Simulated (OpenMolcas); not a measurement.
Ne2+: Slater's ratio, worked from levels

* Program: OpenMolcas 26.06
* Basis: ANO-RCC-VQZP [5s4p3d2f1g]
* Scalar Hamiltonian: DKH2, point nucleus
* Active space: 4 electrons in 9 orbitals (RAS2 2p; RAS3 3s 3d, at most 1 electron)
* State averaging: 2S+1 = 3 even, 3 roots; 2S+1 = 1 even, 6 roots; 2S+1 = 5 odd, 1 root; 2S+1 = 3 odd, 1 root (0 in the spin-orbit step)
* Spin-orbit coupling: state interaction with AMFI integrals over the reference wave functions, term energies averaged over their components

Methods: RASSCF; SS-RASPT2, IPEA 0.25 Eh, imaginary shift 0.1 Eh (closed shells correlated: 1s 2s). Measured levels: Moore, Atomic Energy Levels, vol. I, NSRDS-NBS 35 (1971 reprint of NBS Circular 467, 1949).

**Slater's ratio.** With one set of orbitals, p4 has ¹D - ³P = 6 F2 and ¹S - ¹D = 9 F2 (F2 = F²/25), a ratio of 3/2. Term energies are centres of gravity, weighted by 2J + 1.

```tsv
Source	¹D - ³P	¹S - ³P	F2 from the first	Ratio
RASSCF	27532	68585	4589	1.491
SS-RASPT2	25620	60706	4270	1.369
measured	25521	55427	4254	1.172
```

Energies in cm-1. A ratio away from 3/2 shows effects beyond one configuration with one set of orbitals, and in heavier atoms second-order spin-orbit shifts.

CASPT2 breaks the degeneracy within a term, and the mean is taken; among the terms shown or strongly mixed into the levels shown the widest spread is 46 cm-1 (2s² 2p⁴ ¹D, SS-RASPT2). With the s shell closed, the reference lacks s² → p² mixing. Computed and measured levels are paired by configuration, term and J; levels that our copy of the source lacks, or whose pairing is in doubt (as where it misses far off the trend of its configuration), stay unpaired and out of the deviations. Levels of configurations outside the active space are missing.
